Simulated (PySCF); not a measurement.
Si, triplet. Base run: M06/6-31G* in PySCF.

Geometry (Å):
```xyz
1

Si     0.0000     0.0000     0.0000
```
Charge 0, spin multiplicity 3.
Orbitals are unrestricted.
All else is at PySCF's defaults.
Base energy -289.33218 Eh.

The base run was repeated with changes; each row names its change, and settings that it needs were set with it.

```json
[
 {"change": "base", "ΔE vs base (µEh)": "0.0", "grid points": "19184", "electrons on the grid": "14.00000"},
 {"change": "grids.prune = off", "ΔE vs base (µEh)": "0.0", "grid points": "34720", "electrons on the grid": "14.00000"},
 {"change": "grids.level = 1", "ΔE vs base (µEh)": "720", "grid points": "6416", "electrons on the grid": "14.00000"},
 {"change": "grids.level = 7", "ΔE vs base (µEh)": "1.7", "grid points": "86936", "electrons on the grid": "14.00000"},
 {"change": "grids.level = 4", "ΔE vs base (µEh)": "2.8", "grid points": "28920", "electrons on the grid": "14.00000"},
 {"change": "grids.radi_method = delley", "ΔE vs base (µEh)": "-91.2", "grid points": "19016", "electrons on the grid": "14.00000"},
 {"change": "grids.level = 2", "ΔE vs base (µEh)": "16.4", "grid points": "11928", "electrons on the grid": "14.00000"},
 {"change": "grids.prune = dft.gen_grid.treutler_prune", "ΔE vs base (µEh)": "0.0", "grid points": "18424", "electrons on the grid": "14.00000"},
 {"change": "small_rho_cutoff = 0", "ΔE vs base (µEh)": "0.0", "grid points": "19184", "electrons on the grid": "14.00000"},
 {"change": "grids.level = 5", "ΔE vs base (µEh)": "1.9", "grid points": "43552", "electrons on the grid": "14.00000"},
 {"change": "grids.radi_method = gauss_chebyshev", "ΔE vs base (µEh)": "6.8", "grid points": "18344", "electrons on the grid": "14.00000"}
]
```

Open shells are given as the SCF converged; they aren't shown to be the lowest states, and a large step between rows can be another state.
